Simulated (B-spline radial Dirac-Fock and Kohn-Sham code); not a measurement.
**Isotope-shift constants of the inner levels of Ni**

System: neutral nickel, configuration [Ar] 3d8 4s2.

Model: first-order field-shift and mass-shift constants from Dirac-Fock ground and hole states with a Fermi nucleus; the mass shift has no relativistic recoil terms. Program: a radial atomic solver. A binding energy shifts by δE = F·δ⟨r²⟩ + (K_N + K_S)·δ(1/M); F is taken for a change of radius at fixed skin thickness and so holds the higher radial moments.

| level | F (meV/fm²) | K_N (meV u) | K_S (meV u) |
| --- | --- | --- | --- |
| K (1s) | -4.757 | -4586 | 1759 |
| L1 (2s) | -0.4542 | -564.0 | -174.8 |
| L2 (2p1/2) | 0.04248 | -486.7 | 491.2 |
| L3 (2p3/2) | 0.04424 | -477.1 | 467.6 |
| M1 (3s) | -0.06324 | -70.98 | -53.87 |
| M2 (3p1/2) | 0.007978 | -46.60 | 49.02 |
| M3 (3p3/2) | 0.008236 | -45.38 | 44.11 |

Line shifts in meV from A = 58 (mass 57.9353 u, rms radius 3.7757 fm); radii from Angeli and Marinova (2013).

```
 A  mass (u)  radius (fm)    Kα1    Kα2    Kβ1    Lβ3
60   59.9308       3.8118  +0.30  +0.31  +0.32  +0.30
61   60.9311       3.8225  +0.68  +0.70  +0.70  +0.46
62   61.9283       3.8399  +0.79  +0.80  +0.82  +0.59
64   63.9280       3.8572      ?      ?      ?      ?
```

Question: What are the shifts for A = 64?

Answer: Kα1 +1.57 meV (field -2.99, mass +4.56); Kα2 +1.60 meV (field -2.99, mass +4.58); Kβ1 +1.61 meV (field -2.96, mass +4.57); Lβ3 +0.91 meV (field -0.29, mass +1.19).

Values without a named source are computed, but for edge energies of neutral atoms, which are taken from tables.
